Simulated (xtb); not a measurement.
Input file for xtb: GFN1-xTB on PtC, 2S+1 = 1, a spin state set in the input, which need not be the lowest, a point of a bond scan (R = 1.819 Å).

```
$ xtb mol.xyz --gfn 1 --sp --chrg 0 --uhf 0
2

Pt     0.00000000     0.00000000     0.00000000
C      0.00000000     0.00000000     1.81938600
```

It printed:

```
[...]
           -------------------------------------------------
          |                Calculation Setup                |
           -------------------------------------------------



           -------------------------------------------------
          |                 G F N 1 - x T B                 |
           -------------------------------------------------

        Reference                      10.1021/acs.jctc.7b00118
      * Hamiltonian:
        H0-scaling (s, p, d)           1.850000    2.250000    2.000000
        zeta-weighting                 0.000000
      * Dispersion:
        s8                             2.400000
        a1                             0.630000
        a2                             5.000000
        s9                             0.000000
      * Repulsion:
        kExp                           1.500000
        rExp                           1.000000
      * Coulomb:
        alpha                          2.000000
        third order                    atomic
        anisotropic                    false
      * Halogen bond correction:
        rad-scale                      1.300000
        damping                        0.440000


          ...................................................
          :                      SETUP                      :
          :.................................................:
          :  # basis functions                  14          :
          :  # atomic orbitals                  13          :
          :  # shells                            5          :
          :  # electrons                        14          :
          :  # halogen bonds                     0          :
          :  max. iterations                   250          :
          :  Hamiltonian                  GFN1-xTB          :
          :  restarted?                      false          :
          :  GBSA solvation                  false          :
          :  PC potential                    false          :
          :  electronic temp.          300.0000000     K    :
          :  accuracy                    1.0000000          :
          :  -> integral cutoff          0.2500000E+02      :
          :  -> integral neglect         0.1000000E-07      :
          :  -> SCF convergence          0.1000000E-05 Eh   :
          :  -> wf. convergence          0.2000000E-04 e    :
          :  Broyden damping             0.4000000          :
          :  net charge                          0          :
          :  unpaired electrons                  0          :
          ...................................................

 iter      E             dE          RMSdq      gap      omega  full diag
   1     -6.0806306 -0.608063E+01  0.145E+01    1.13       0.0  T
   2     -5.4668733  0.613757E+00  0.199E+01    0.17       1.0  T
   3     -6.1781209 -0.711248E+00  0.842E+00    1.02       1.0  T
   4     -6.2383933 -0.602723E-01  0.813E-01    0.82       1.0  T
   5     -6.2384406 -0.472848E-04  0.657E-01    0.82       1.0  T
   6     -6.2389948 -0.554263E-03  0.485E-03    0.80      14.6  T
   7     -6.2389949 -0.428758E-07  0.116E-03    0.80      61.1  T
   8     -6.2389949 -0.352057E-09  0.976E-04    0.80      72.5  T
   9     -6.2389949 -0.140696E-08  0.149E-05    0.80    4731.3  T
  10     -6.2389949 -0.323297E-12  0.736E-09    0.80  100000.0  T

   *** convergence criteria satisfied after 10 iterations ***

         #    Occupation            Energy/Eh            Energy/eV
      -------------------------------------------------------------
         1        2.0000           -0.5570401             -15.1578
         2        2.0000           -0.4450586             -12.1107
         3        2.0000           -0.4450586             -12.1107
         4        2.0000           -0.4384990             -11.9322
         5        2.0000           -0.4253109             -11.5733
         6        2.0000           -0.4253109             -11.5733
         7        2.0000           -0.3735750             -10.1655 (HOMO)
         8        0.0000           -0.3440996              -9.3634 (LUMO)
         9        0.0000           -0.3440996              -9.3634
        10                         -0.1669052              -4.5417
        11                         -0.1386109              -3.7718
        12                         -0.1386109              -3.7718
        13                          0.5340374              14.5319
      -------------------------------------------------------------
                  HL-Gap            0.0294754 Eh            0.8021 eV
             Fermi-level           -0.3591666 Eh           -9.7734 eV

 SCC (total)                   0 d,  0 h,  0 min,  0.003 sec
 SCC setup                      ...        0 min,  0.000 sec (  4.069%)
 Dispersion                     ...        0 min,  0.000 sec (  1.803%)
 classical contributions        ...        0 min,  0.000 sec (  0.908%)
 integral evaluation            ...        0 min,  0.001 sec ( 22.860%)
 iterations                     ...        0 min,  0.001 sec ( 44.137%)
 molecular gradient             ...        0 min,  0.001 sec ( 19.354%)
 printout                       ...        0 min,  0.000 sec (  6.209%)

         :::::::::::::::::::::::::::::::::::::::::::::::::::::
         ::                     SUMMARY                     ::
         :::::::::::::::::::::::::::::::::::::::::::::::::::::
         :: total energy              -6.212964849799 Eh    ::
         :: gradient norm              0.059238572623 Eh/a0 ::
         :: HOMO-LUMO gap              0.802066180002 eV    ::
         ::.................................................::
         :: SCC energy                -6.238994877344 Eh    ::
         :: -> electrostatic           0.000106207220 Eh    ::
         :: repulsion energy           0.026397199874 Eh    ::
         :: dispersion energy         -0.000367172329 Eh    ::
         :: halogen bond corr.         0.000000000000 Eh    ::
         :: add. restraining           0.000000000000 Eh    ::
         :: total charge              -0.000000000001 e     ::
         :::::::::::::::::::::::::::::::::::::::::::::::::::::

           -------------------------------------------------
          |                Property Printout                |
           -------------------------------------------------

    * Orbital Energies and Occupations

         #    Occupation            Energy/Eh            Energy/eV
      -------------------------------------------------------------
         1        2.0000           -0.5570401             -15.1578
         2        2.0000           -0.4450586             -12.1107
         3        2.0000           -0.4450586             -12.1107
         4        2.0000           -0.4384990             -11.9322
         5        2.0000           -0.4253109             -11.5733
         6        2.0000           -0.4253109             -11.5733
         7        2.0000           -0.3735750             -10.1655 (HOMO)
         8        0.0000           -0.3440996              -9.3634 (LUMO)
         9        0.0000           -0.3440996              -9.3634
        10                         -0.1669052              -4.5417
        11                         -0.1386109              -3.7718
        12                         -0.1386109              -3.7718
        13                          0.5340374              14.5319
      -------------------------------------------------------------
                  HL-Gap            0.0294754 Eh            0.8021 eV
             Fermi-level           -0.3591666 Eh           -9.7734 eV

  Mulliken/CM5 charges         n(s)   n(p)   n(d)
     1Pt    0.03882  0.11773   0.865  0.229  8.867
     2C    -0.03882 -0.11773   1.602  2.437  0.000

Wiberg/Mayer (AO) data.
Note: The following floating-point exceptions are signalling: IEEE_DENORMAL
normal termination of xtb
largest (>0.10) Wiberg bond orders for each atom

 ---------------------------------------------------------------------------
     #   Z sym  total        # sym  WBO       # sym  WBO       # sym  WBO
 ---------------------------------------------------------------------------
     1  78 Pt   2.740 --     2 C    2.740
     2   6 C    2.740 --     1 Pt   2.740
 ---------------------------------------------------------------------------

Topologies differ in total number of bonds
Writing topology from bond orders to xtbtopo.mol

 dipole moment from electron density (au)
     X       Y       Z
   0.0000  -0.0000  -1.7496  total (Debye):    4.447


           -------------------------------------------------
          | TOTAL ENERGY               -6.212964849799 Eh   |
          | GRADIENT NORM               0.059238572623 Eh/α |
          | HOMO-LUMO GAP               0.802066180002 eV   |
           -------------------------------------------------

------------------------------------------------------------------------
------------------------------------------------------------------------
 total:
 SCF:
```

The run finished.

Cost: about 0.07 core-seconds (a rough figure).
